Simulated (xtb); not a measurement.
Level of theory: GFN2-xTB run with xtb 6.7.1.

```
xtb start.xyz --ohess tight --gfn 2 --chrg 0 --uhf 0 --iterations 400

# start.xyz
6

Cl     2.462715    -0.889766     0.894921
Si     1.054636     0.416102     0.190789
Si    -1.054637    -0.416101     0.337853
Cl    -2.462714     0.889767    -0.366286
H      1.237008     1.746560     0.831318
H     -1.237009    -1.746561    -0.302669
```

Output:

```
[...]

         #    Occupation            Energy/Eh            Energy/eV
      -------------------------------------------------------------
         1        2.0000           -1.0575082             -28.7763
       ...           ...                  ...                  ...
         6        2.0000           -0.4525319             -12.3140
         7        2.0000           -0.4449167             -12.1068
         8        2.0000           -0.4404902             -11.9863
         9        2.0000           -0.4382915             -11.9265
        10        2.0000           -0.4337478             -11.8029
        11        2.0000           -0.4025481             -10.9539
        12        2.0000           -0.3416676              -9.2972 (HOMO)
        13                         -0.2816453              -7.6640 (LUMO)
        14                         -0.2303825              -6.2690
        15                         -0.1893426              -5.1523
        16                         -0.1759069              -4.7867
        17                         -0.1720131              -4.6807
       ...                                ...                  ...
        38                          1.0097424              27.4765
      -------------------------------------------------------------
                  HL-Gap            0.0600223 Eh            1.6333 eV
             Fermi-level           -0.3116564 Eh           -8.4806 eV


         :::::::::::::::::::::::::::::::::::::::::::::::::::::
         ::                     SUMMARY                     ::
         :::::::::::::::::::::::::::::::::::::::::::::::::::::
         :: total energy             -13.612067925434 Eh    ::
         :: gradient norm              0.000058966860 Eh/a0 ::
         :: HOMO-LUMO gap              1.633289229954 eV    ::
         ::.................................................::
         :: SCC energy               -13.653998178706 Eh    ::
         :: -> isotropic ES            0.026067804226 Eh    ::
         :: -> anisotropic ES         -0.006796266358 Eh    ::
         :: -> anisotropic XC         -0.001186196708 Eh    ::
         :: -> dispersion             -0.005756040152 Eh    ::
         :: repulsion energy           0.041930253272 Eh    ::
         :: add. restraining           0.000000000000 Eh    ::
         :: total charge              -0.000000000000 e     ::
         :::::::::::::::::::::::::::::::::::::::::::::::::::::

           -------------------------------------------------
          |                Numerical Hessian                |
           -------------------------------------------------
step length          :   0.00500
SCC accuracy         :   0.30000
Hessian scale factor :   1.00000
frozen atoms in %    :   0.00000    0
RMS gradient         :   0.00006
estimated CPU  time      0.00 min
estimated wall time      0.00 min

writing file <hessian>.

 projected vibrational frequencies (cm⁻¹)
eigval :       -0.00     0.00     0.00     0.00     0.00     0.00
eigval :       58.19    76.12   114.90   193.26   397.83   439.62
eigval :      469.35   607.25   658.95   687.88  2142.35  2158.31
           -------------------------------------------------
          |                Property Printout                |
           -------------------------------------------------

    * Orbital Energies and Occupations

         #    Occupation            Energy/Eh            Energy/eV
      -------------------------------------------------------------
         1        2.0000           -1.0575081             -28.7763
         2        2.0000           -1.0560224             -28.7358
         3        2.0000           -0.7396668             -20.1274
         4        2.0000           -0.6125235             -16.6676
         5        2.0000           -0.4577214             -12.4552
         6        2.0000           -0.4525318             -12.3140
         7        2.0000           -0.4449166             -12.1068
         8        2.0000           -0.4404901             -11.9863
         9        2.0000           -0.4382914             -11.9265
        10        2.0000           -0.4337478             -11.8029
        11        2.0000           -0.4025480             -10.9539
        12        2.0000           -0.3416675              -9.2972 (HOMO)
        13                         -0.2816453              -7.6640 (LUMO)
        14                         -0.2303824              -6.2690
        15                         -0.1893425              -5.1523
        16                         -0.1759069              -4.7867
        17                         -0.1720131              -4.6807
        18                         -0.1315701              -3.5802
        19                         -0.0856511              -2.3307
        20                         -0.0734496              -1.9987
        21                         -0.0474164              -1.2903
        22                         -0.0127762              -0.3477
        23                         -0.0003671              -0.0100
       ...                                ...                  ...
        38                          1.0097425              27.4765
      -------------------------------------------------------------
                  HL-Gap            0.0600223 Eh            1.6333 eV
             Fermi-level           -0.3116564 Eh           -8.4806 eV

     #   Z          covCN         q      C6AA      α(0)
     1  17 Cl       0.803    -0.305   108.799    15.956
     2  14 Si       2.682     0.368   180.925    29.540
     3  14 Si       2.682     0.368   180.925    29.540
     4  17 Cl       0.803    -0.305   108.799    15.956
     5   1 H        0.916    -0.063     4.434     3.294
     6   1 H        0.916    -0.063     4.434     3.294

 Mol. C6AA /au·bohr⁶  :       2635.170682
 Mol. C8AA /au·bohr⁸  :     138691.343412
 Mol. α(0) /au        :         97.580406

Wiberg/Mayer (AO) data.
largest (>0.10) Wiberg bond orders for each atom

 ---------------------------------------------------------------------------
     #   Z sym  total        # sym  WBO       # sym  WBO       # sym  WBO
 ---------------------------------------------------------------------------
     1  17 Cl   1.145 --     2 Si   1.059
     2  14 Si   3.508 --     3 Si   1.438     1 Cl   1.059     5 H    0.892
     3  14 Si   3.508 --     2 Si   1.438     4 Cl   1.059     6 H    0.892
     4  17 Cl   1.145 --     3 Si   1.059
     5   1 H    0.996 --     2 Si   0.892
     6   1 H    0.996 --     3 Si   0.892
 ---------------------------------------------------------------------------

Topologies differ in total number of bonds
Writing topology from bond orders to xtbtopo.mol

molecular dipole:
                 x           y           z       tot (Debye)
 q only:        0.000      -0.000       0.000
   full:        0.000       0.000       0.000       0.000
molecular quadrupole (traceless):
                xx          xy          yy          xz          yz          zz
 q only:       -9.778       6.698       4.011      -6.231       0.879       5.767
  q+dip:       -6.390       6.109       2.954      -2.495       2.087       3.436
   full:       -5.767       4.587       3.108      -2.577       1.082       2.659

           -------------------------------------------------
          |                Geometry Summary                 |
           -------------------------------------------------

      molecular mass/u    :      129.0927541
   center of mass at/Å    :        0.0000008       0.0000004       0.2643208
  moments of inertia/u·Å² :        0.3927755E+02   0.5555331E+03   0.5903256E+03
rotational constants/cm⁻¹ :        0.4291926E+00   0.3034496E-01   0.2855650E-01

 * 5 selected distances

     #   Z          #   Z                                           value/Å
     1  17 Cl       2  14 Si                                      2.0418999
     2  14 Si       3  14 Si                                      2.2262091 (max)
     3  14 Si       4  17 Cl                                      2.0419000
     2  14 Si       5   1 H                                       1.4723565 (min)
     3  14 Si       6   1 H                                       1.4723567

 * 3 distinct bonds (by element types)

   Z      Z             #   av. dist./Å        max./Å        min./Å
   1 H   14 Si          2     1.4723566     1.4723567     1.4723565
  14 Si  14 Si          1     2.2262091     2.2262091     2.2262091
  14 Si  17 Cl          2     2.0419000     2.0419000     2.0418999

           -------------------------------------------------
          |               Frequency Printout                |
           -------------------------------------------------
 projected vibrational frequencies (cm⁻¹)
eigval :       -0.00     0.00     0.00     0.00     0.00     0.00
eigval :       58.19    76.12   114.90   193.26   397.83   439.62
eigval :      469.35   607.25   658.95   687.88  2142.35  2158.31
 reduced masses (amu)
   1: 32.99   2: 33.12   3: 33.19   4: 31.85   5: 32.26   6: 23.62   7: 29.18   8: 29.87
Molecule has the following symmetry elements: (i)
It seems to be the Ci point group
   9: 32.53  10:  4.26  11: 19.00  12: 17.61  13: 30.83  14: 18.13  15:  2.44  16: 12.56
  17:  1.91  18:  1.93
 IR intensities (km·mol⁻¹)
   1:  0.00   2:  0.01   3:  0.00   4:  0.01   5:  0.01   6:  0.00   7:  1.73   8:  3.67
   9:  0.00  10: 87.64  11:  0.00  12:  0.00  13:242.20  14:  0.00  15:561.73  16:  0.00
  17:  0.00  18:637.86
 Raman intensities (Ä⁴*amu⁻¹)
   1:  0.00   2:  0.00   3:  0.00   4:  0.00   5:  0.00   6:  0.00   7:  0.00   8:  0.00
   9:  0.00  10:  0.00  11:  0.00  12:  0.00  13:  0.00  14:  0.00  15:  0.00  16:  0.00
  17:  0.00  18:  0.00
 output can be read by thermo (or use thermo option).
 writing <g98.out> molden fake output.
 recommended (thermochemical) frequency scaling factor: 1.0
           -------------------------------------------------
          |             Thermodynamic Functions             |
           -------------------------------------------------

ci  symmetry found (for desy threshold:  0.10E+00) used in thermo

          ...................................................
          :                      SETUP                      :
          :.................................................:
          :  # frequencies                          12      :
          :  # imaginary freq.                       0      :
          :  linear?                             false      :
          :  only rotor calc.                    false      :
          :  symmetry                               ci      :
          :  rotational number                       1      :
          :  scaling factor                  1.0000000      :
          :  rotor cutoff                   50.0000000 cm⁻¹ :
          :  imag. cutoff                  -20.0000000 cm⁻¹ :
          :.................................................:

    mode    ω/cm⁻¹     T·S(HO)/kcal·mol⁻¹    T·S(FR)/kcal·mol⁻¹   T·S(vib)
   ------------------------------------------------------------------------
       1     58.19    -1.34697 ( 64.71%)    -1.01141 ( 35.29%)    -1.22857
       2     76.12    -1.18920 ( 84.30%)    -0.93189 ( 15.70%)    -1.14881
       3    114.90    -0.94945 ( 96.54%)    -0.80997 (  3.46%)    -0.94462
       4    193.26    -0.65483 ( 99.55%)    -0.65596 (  0.45%)    -0.65484
   ------------------------------------------------------------------------

   temp. (K)  partition function   enthalpy   heat capacity  entropy
                                   cal/mol     cal/K/mol   cal/K/mol   J/K/mol
 298.15  VIB   87.5                 2581.406     14.160     16.995
         ROT  0.274E+06              888.752      2.981     27.864
         INT  0.240E+08             3470.159     17.140     44.860
         TR   0.142E+28             1481.254      4.968     40.461
         TOT                        4951.4127    22.1086    85.3204   356.9804

       T/K    H(0)-H(T)+PV         H(T)/Eh          T*S/Eh         G(T)/Eh
   ------------------------------------------------------------------------
    298.15    0.789058E-02    0.261250E-01    0.405385E-01   -0.144134E-01
   ------------------------------------------------------------------------

         :::::::::::::::::::::::::::::::::::::::::::::::::::::
         ::                  THERMODYNAMIC                  ::
         :::::::::::::::::::::::::::::::::::::::::::::::::::::
         :: total free energy         -13.626481355079 Eh   ::
         ::.................................................::
         :: total energy              -13.612067925447 Eh   ::
         :: zero point energy           0.018234453679 Eh   ::
         :: G(RRHO) w/o ZPVE           -0.032647883311 Eh   ::
         :: G(RRHO) contrib.           -0.014413429632 Eh   ::
         :::::::::::::::::::::::::::::::::::::::::::::::::::::

optimized geometry written to: xtbopt.xyz

           -------------------------------------------------
          | TOTAL ENERGY              -13.612067925447 Eh   |
          | TOTAL ENTHALPY            -13.585942893383 Eh   |
          | TOTAL FREE ENERGY         -13.626481355079 Eh   |
          | GRADIENT NORM               0.000059069598 Eh/α |
          | HOMO-LUMO GAP               1.633288655759 eV   |
           -------------------------------------------------

------------------------------------------------------------------------
```

Cost: very roughly 0.4 core-seconds.
